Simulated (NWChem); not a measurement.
**Correlation energy of B2**

```xyz
2

B      0.0000     0.0000     0.8128
B      0.0000     0.0000    -0.8128
```
Charge 0, spin multiplicity 3.

The numbers come from NWChem runs, not from measurements. Structure: optimised with UPBE0/def2-SVP, a minimum by its harmonic frequencies.

Basis set: cc-pVQZ. Each correlation energy counts from its own Hartree-Fock reference.

```csv
method,correlation energy (mHa),remark
CCSD(T) on ROHF,-213.8,large amplitudes
URI-MP2,-167.7,-
CCSD[T] on ROHF,-215.5,large amplitudes
SCS-UMP2,-167.0,-
UMP2,-167.7,-
CCSD on ROHF,-194.3,large amplitudes
```

The values span 48.6 mHa, from CCSD[T] on ROHF (lowest) to SCS-UMP2 (highest). 

The correlated methods keep 2 core orbitals frozen. This spin state was chosen for the runs; another may lie lower. The structure started from a generated list of species. The unpaired electrons of the parent sit in orbitals of symmetry b2u and b3u (D2h labels of the run); other states weren't searched. The stability of the SCF solutions was not checked. Open-shell Hartree-Fock references start from PBE0 orbitals. No row is a measurement; the coupled-cluster row has its own basis-set and correlation limits.
